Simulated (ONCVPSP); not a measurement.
## Varying the ONCV potential for I (Z = 53)

Base potential:

iodine, optimised norm-conserving Vanderbilt (ONCV), made with ONCVPSP 4.0.1 (PBEsol, scalar-relativistic). Core [Kr] 4d10, reference 5s2 5p5. Waves: 5s: rc 1.50 bohr, ncon 5, nbas 9, qcut 3.8 1/bohr, 2 projectors, debl 4 Ha; 5p: rc 2.05 bohr, ncon 4, nbas 7, qcut 3.4 1/bohr, 2 projectors, debl 1.1 Ha; d scattering state at 0.07 Ha: rc 2.10 bohr, ncon 4, nbas 8, qcut 4.5 1/bohr, 2 projectors, debl 2.9 Ha. Local part: polynomial inside 1.10 bohr (lpopt 2, dvloc0 1 Ha). Core correction: none.

All-electron outer shells of the reference configuration (PBEsol, scalar-relativistic, ld1.x):

| shell | level (eV) | outermost node (bohr) | outermost maximum (bohr) |
| --- | --- | --- | --- |
| 4p | -127.38 | 0.37 | 0.72 |
| 4d | -50.21 | 0.35 | 0.78 |
| 5s | -17.45 | 0.88 | 1.70 |
| 5p | -7.10 | 0.96 | 2.02 |

Cutoffs, loose and tight: the cutoffs (Ha) at which the residual kinetic energy of the hardest occupied pseudo-wave falls to 1 and 0.1 mHa per electron. They do not see the model core or the augmentation charge, which bear on the density cutoff. Test errors are all-electron minus pseudo excitation energies from the reference, over the configurations 5s2 5p4; 5s2 5p3; 5s2 5p2; 5s1 5p5. A dash means not determined; rows that change the core or the reference have their own tests. The largest error is taken over the tests solved by every variant that gives reliable tests at all: 5s1 5p5; 5s2 5p3; 5s2 5p4.

1 further variants are left out, since the program set their typed debl aside.

A true bound ghost makes a file unfit for plane-wave use even where its test errors are small: the radial tests pick states by their node count and pass the ghost by.

```csv
change,outcome,"cutoff, loose","cutoff, tight",bound ghosts,GHOST(+) flags above zero,largest test error (meV)
base,generated,92 Ha,106 Ha,s,"s, p",-32
p: debl 0.3,generated,92 Ha,106 Ha,s,"s, p",-32
p: debl 0.6,generated,92 Ha,106 Ha,s,"s, p",-32
p: debl 1.4,generated,92 Ha,106 Ha,s,s,-32
p: debl 2.1,generated,92 Ha,106 Ha,s,"s, p",-32
p: debl 4.75,generated,92 Ha,106 Ha,s,"s, p",-30
```

Reading the sweep of the debl of the p channel (base included, trends over the rows without a ghost): Bound ghosts are found at 0.3, 0.6, 1.1, 1.4, 2.1, 4.75 Ha. Every judged row has one, so this setting neither creates nor removes them.
